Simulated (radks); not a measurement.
Ti+, 21 electrons, occupied as [Ar] 3d2 4s1. Method: scalar-relativistic Kohn-Sham, SCAN, spin-polarised, spherical densities, finite nucleus; open shells are filled with parallel spins first; meta-GGA in the generalised Kohn-Sham scheme; Fermi nuclear charge, rms radius 3.5921 fm; computed with a radial shooting solver on a logarithmic mesh with Libxc functionals.

Local quantities along the radius. ELF = 1/(1 + alpha^2) is the electron localisation function; alpha = (tau - tau_W)/tau_unif compares the Pauli kinetic energy density with that of the uniform gas (summed over spins). tau is taken from the large components.

r (bohr)    ELF    alpha
0.004447  1.000  0.01541
0.005095  1.000  0.01592
0.005837  1.000  0.01655
0.006634  1.000  0.01729
0.007601  1.000  0.01826
0.008708  1.000  0.01946
0.009897  1.000  0.02085
0.01134   0.999  0.02271
0.01289   0.999  0.02491
0.01476   0.999  0.02788
0.01692   0.999  0.03175
0.01923   0.999  0.03652
0.02203   0.998  0.04329
0.02524   0.997  0.05260
0.02868   0.996  0.06483
0.03286   0.993  0.08345
0.03765   0.988   0.1111
0.04279   0.978   0.1505
0.04902   0.956   0.2155
0.05616   0.907   0.3195
0.06383   0.817   0.4735
0.07313   0.657   0.7233
0.08378   0.461    1.081
0.09523   0.329    1.429
0.1091    0.266    1.659
0.125     0.287    1.576
0.1421    0.380    1.278
0.1628    0.533   0.9356
0.185     0.682   0.6829
0.2119    0.784   0.5243
0.2428    0.835   0.4440
0.276     0.846   0.4263
0.3162    0.813   0.4802
0.3622    0.687   0.6754
0.4117    0.422    1.171
0.4717    0.181    2.129
0.5404    0.121    2.691
0.6142    0.212    1.927
0.7036    0.480    1.041
0.8061    0.735   0.6002
0.9162    0.818   0.4720
1.05      0.829   0.4548
1.203     0.787   0.5196
1.367     0.688   0.6737
1.566     0.504   0.9915
1.794     0.323    1.448
2.039     0.220    1.885
2.336     0.221    1.876
2.655     0.317    1.469
3.042     0.432    1.147
3.485     0.591   0.8325
3.961     0.645   0.7425
4.538     0.632   0.7627
5.199     0.526   0.9488
5.909     0.391    1.249
6.77      0.180    2.136
7.756     0.050    4.359
8.815     0.010    10.01

On this mesh the ELF has minima near r = 0.11, 0.54, 2.0 bohr, which separate the shells, and maxima near 0.28 (0.85), 1.0 (0.83), 4.0 (0.64).
